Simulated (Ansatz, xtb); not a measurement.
# Ranking isomers of C6H5NO

5 gas-phase structures of C6H5NO, from a drawn sample of its isomers (lower ones may exist). Each was relaxed with GFN2-xTB; where two conformers were screened, the lower at r2SCAN-D4/def2-SVP is listed:

A. `C#CC/C(O)=C\C#N`, a singlet
B. `C#CCC(=O)CC#N`, a singlet
C. `C#CC/C(O)=C/C#N`, a singlet
D. `C#C/C=C(/O)CC#N`, a singlet
E. `C#C/C=C(\O)CC#N`, a singlet

Task: Which do you expect lowest at r2SCAN-D4/def2-SVP, and how would the others follow?

Result: Calculated order at r2SCAN-D4/def2-SVP: B (0.000), C (0.008), A (0.096), E (0.134), D (0.211) eV. Less than 1 kcal/mol parts B and C; A and E, so the order within those pairs means little.

Energies above the lowest of each column, in eV; the last columns are at PBE-D3(BJ)/def2-SVP geometries:

| structure | GFN2-xTB | HF/STO-3G | r2SCAN-D4/def2-SVP | PBE-D3(BJ)/def2-SVP | CCSD(T)/def2-SVP + ΔMP2/def2-TZVPP |
| --- | --- | --- | --- | --- | --- |
| B | 0.000 | 0.000 | 0.000 | 0.000 | 0.000 |
| C | 0.084 | 0.435 | 0.008 | 0.026 | 0.111 |
| A | 0.135 | 0.533 | 0.096 | 0.082 | 0.210 |
| E | 0.144 | 0.482 | 0.134 | 0.069 | 0.143 |
| D | 0.226 | 0.628 | 0.211 | 0.176 | 0.280 |

Every level run on B puts it lowest or level with the lowest. CCSD(T)/def2-SVP + ΔMP2/def2-TZVPP orders those it was run on as B (0.000), C (0.111), E (0.143), A (0.210), D (0.280) eV. Less than 1 kcal/mol parts C and E, so the order within that pair means little. Flexible structures stand in one conformer each, not always the lowest. A keeps a small imaginary mode. Frequencies (GFN2-xTB) were run for A, B, C, D alone. The ΔMP2 step shifts differences by up to 0.147 eV, which makes them less sure. ΔMP2 is the change of the MP2 energy from the smaller to the larger basis.

Over these structures GFN2-xTB departs from r2SCAN-D4/def2-SVP by 0.024 eV on average once a common shift is removed. A GFN2-xTB relaxation took about 0.12 s and the r2SCAN-D4/def2-SVP energy about 1.4 s on a shared host (Ansatz 0.2.0, xtb 6.7.1).
